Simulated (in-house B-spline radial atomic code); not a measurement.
Relativistic effects in Cl+, [Ne] 3s2 3p4: non-relativistic Hartree-Fock (point nucleus) against Dirac-Hartree-Fock (Fermi nucleus of rms radius 3.3654 fm), both averages of the configuration, computed with an all-electron radial atomic-structure program (B-spline basis).

| orbital | ε NR (Eh) | ε Dirac (Eh) | <r> NR (bohr) | <r> Dirac (bohr) | change of <r> (%) |
| --- | --- | --- | --- | --- | --- |
| 1s1/2 | -105.37 | -105.77 | 0.09129 | 0.09084 | -0.5 |
| 2s1/2 | -11.081 | ? | 0.4415 | ? | ? |
| 2p1/2 | -8.5436 | -8.5886 | 0.4056 | 0.4034 | -0.5 |
| 2p3/2 | -8.5436 | -8.5239 | 0.4056 | 0.4057 | 0.0 |
| 3s1/2 | -1.4726 | -1.4798 | 1.506 | 1.501 | -0.4 |
| 3p1/2 | -0.9245 | -0.92771 | 1.713 | 1.707 | -0.3 |
| 3p3/2 | -0.9245 | ? | 1.713 | ? | ? |

(1) What happens to 2s1/2?

(2) What happens to 3p3/2?

(3) What explains the pattern of contraction and expansion?

(4) By how much does the total energy change?

Answers

(1) Its energy goes to -11.149 hartree and <r> to 0.4393 bohr (-0.50 %).

(2) Its energy goes to -0.92218 hartree and <r> to 1.714 bohr (+0.09 %).

(3) Expansion is seen in 3p3/2. The s and p1/2 orbitals contract directly, screen the nucleus better, and so push out orbitals that have little density near the nucleus; spin-orbit coupling adds to this for j = l + 1/2 and opposes it for j = l - 1/2.

(4) By -1.457 hartree, from -459.016 to -460.473.
